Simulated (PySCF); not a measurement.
# Electronic absorption of cyclo-(H2SiO)2

Compound: cyclo-(H2SiO)2.
Bonds: Si1–O4, Si1–O8, O4–Si5, Si5–O8. Hydrogens: H2, H3 on Si1; H6, H7 on Si5.

The calculation used PySCF 2.14.0, density-fitted response routines, TDDFT CAM-B3LYP/def2-SVPD, vertical, gas phase, core orbitals frozen in the response. Isolated species at its PBE0-D3(BJ)/def2-SVP geometry (one conformer only).

Problem. List the vertical singlet excitations with oscillator strengths and describe the spectrum.

Solution. 

| state | E (eV) | λ (nm) | ν̃ (cm⁻¹) | f | \|μ\| (D) | main configurations (H = HOMO, L = LUMO) |
| --- | --- | --- | --- | --- | --- | --- |
| S1 | 6.71 | 184.9 | 54090 | 0.0000 | 0.00 | H→L (95%) |
| S2 | 7.47 | 165.9 | 60260 | 0.0001 | 0.05 | H-1→L (98%) |
| S3 | 7.53 | 164.7 | 60730 | 0.0069 | 0.49 | H-2→L (87%), H→L+1 (9%) |
| S4 | 7.79 | 159.1 | 62840 | 0.039 | 1.15 | H→L+1 (78%), H-2→L (10%), H→L+3 (8%) |
| S5 | 7.88 | 157.3 | 63570 | 0.0000 | 0.00 | H→L+4 (54%), H-3→L (44%) |
| S6 | 8.53 | 145.3 | 68800 | 0.031 | 0.99 | H-1→L+1 (84%) |
| S7 | 8.55 | 145.0 | 68950 | 0.0040 | 0.35 | H-2→L+1 (82%) |
| S8 | 8.70 | 142.5 | 70150 | 0.0000 | 0.00 | H-4→L (96%) |
| S9 | 8.74 | 141.8 | 70500 | 0.158 | 2.18 | H→L+3 (80%), H→L+1 (10%), H-3→L+2 (8%) |
| S10 | 8.76 | 141.6 | 70630 | 0.0003 | 0.10 | H→L+2 (85%), H-3→L+3 (10%) |

Triplets (Tamm–Dancoff): T1 6.35 eV, H→L (91%); T2 7.24 eV, H-1→L (82%), H-2→L (12%); T3 7.25 eV, H-2→L (67%), H-1→L (15%), H→L+1 (10%); T4 7.30 eV, H-3→L (50%), H→L+4 (45%).

The lowest singlet lies at 6.71 eV (185 nm, vacuum ultraviolet) and is dark (f under 0.0005); its leading configuration is HOMO→LUMO (95%). The most intense listed level is S9 at 8.74 eV (142 nm, f = 0.158), 2.03 eV above S1. Löwdin shares by element: HOMO oxygen 35%, silicon 28% (atoms not listed hold the other 38%); LUMO silicon 42%, oxygen 27% (atoms not listed hold the other 31%). Weighted by f, the mean energy of these states is 8.52 eV. The oscillator strengths of these states sum to 0.239; summed over the whole spectrum of an exact calculation they would give the number of electrons, 48 (Thomas–Reiche–Kuhn). The listed states span 2.05 eV, and the widest gap between neighbours is 0.77 eV (S1 to S2). All these states lie below the vertical ionisation energy of 11.05 eV (ΔSCF). Singlets were solved by full linear response, triplets in the Tamm–Dancoff approximation.

On one thread of an x86-64 server (shared host), this took 45 s wall, 34 s CPU.
